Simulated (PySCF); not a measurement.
# Ionisation energy along the 25-electron series

Calculated with PySCF 2.14 and a two-component X2C-1e Hamiltonian (Gaussian nucleus, no Breit or QED terms), each ion in its own even-tempered basis scaled to its charge; GMP2 freezes [Ne] and drops the highest virtual spinors. Values in eV. NIST values: (m) measured, (s) semi-empirical, (t) theoretical.

```tsv
ion	configuration	GHF (spin-free)	GMP2 (spin-free)	GHF (screened spin-orbit)	GMP2 (screened spin-orbit)	NIST
Pm³⁶⁺	[Ar] 3d7	2552.9	2553.9	2550.3	2550.7	2549 ± 5 (t)
Eu³⁸⁺	[Ar] 3d7	2812.4	2813.3	2808.3	2808.7	2807 ± 4 (t)
```

Question: Fill in the row of Sm³⁷⁺.

Answer: configuration: [Ar] 3d7; GHF (spin-free): 2681.1; GMP2 (spin-free): 2682.1; GHF (screened spin-orbit): 2677.8; GMP2 (screened spin-orbit): 2678.2; NIST: 2676 ± 4 (t).
